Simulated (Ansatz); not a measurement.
Spectroscopic constants of IrCl, multiplicity 5 (an upper state: multiplicity 3 came lower at CCSD(T)/def2-TZVPP on PBE0 minima). No spin–orbit coupling.

Constants: fifth-degree fit in 1/R to seven points, most abundant isotopes. In def2 and cc sets the state is the lowest found near the PBE0 minimum, followed along R.

Correlated levels freeze the inner cores; with def2 sets outer-core shells near the valence are correlated too.

Codes used: Ansatz (Gaussian orbitals). Each number belongs to the level named beside it. In def2 rows elements past Kr take small-core potentials, without spin–orbit coupling.

Question: What bond length and harmonic frequency does PBE0/def2-TZVPP give?

Answer: r_e = 2.251 Å, ω_e = 349 cm⁻¹.

Question: What bond length and harmonic frequency does wB97X-V/def2-TZVPP give?

Answer: r_e = 2.249 Å, ω_e = 357 cm⁻¹.

Question: What bond length and harmonic frequency does CCSD(T)/def2-TZVPP give?

Answer: r_e = 2.248 Å, ω_e = 365 cm⁻¹.

Ansatz is a program for electronic structure.
